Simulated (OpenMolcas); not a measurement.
# OpenMolcas input wanted

CuCl has 2 atoms, charge 0, and is taken as a triplet. SMILES of the parent species: `[Cl][Cu]`. The coordinates come from a PBE0-D4/def2-TZVP relaxation. That shape belongs to the parent species and isn't relaxed for this state.

| atom | x (Å) | y (Å) | z (Å) |
| --- | --- | --- | --- |
| Cl | 0.8983 | -0.3452 | 0.4464 |
| Cu | -0.8688 | 0.2850 | -0.4424 |

Settings wanted:

| Setting | Value |
| --- | --- |
| method | DFT |
| reference | UKS |
| relativity | none |
| integral approximation | none |
| symmetry | none |
| basis set | cc-pVTZ |
| task | energy |
| functional | r2SCAN |
| nucleus | point |
| integration grid | UltraFine |
| SCF convergence threshold | 1e-10 |

Question: Give an OpenMolcas 26.06 job that does this.

Answer: This one ran through:

geom.xyz:
```
2

Cl     0.898300    -0.345200     0.446400
Cu    -0.868800     0.285000    -0.442400
```

mol.inp:
```
* ClCu Kohn-Sham DFT

&GATEWAY
 BASLIB=$CurrDir
 COORD=geom.xyz
 BASIS=cc-pVTZ
 GROUP=NoSym

&SEWARD
 GRIDINPUT
 Grid=UltraFine
 End of Grid

&SCF
 UHF
 SPIN=3
 KSDFT=2
 1.0 MGGA_X_R2SCAN
 1.0 MGGA_C_R2SCAN
 THRESHOLDS=1e-10 1e-07 1e-07 1e-05
 PRORBITALS=1 1
```

```bash
$ export MOLCAS_MEM=1860
$ pymolcas mol.inp > mol.log
```

(Basis files named in the input come from the Basis Set Exchange and aren't shown.)

Calculated total energy: -2100.69562 Eh.
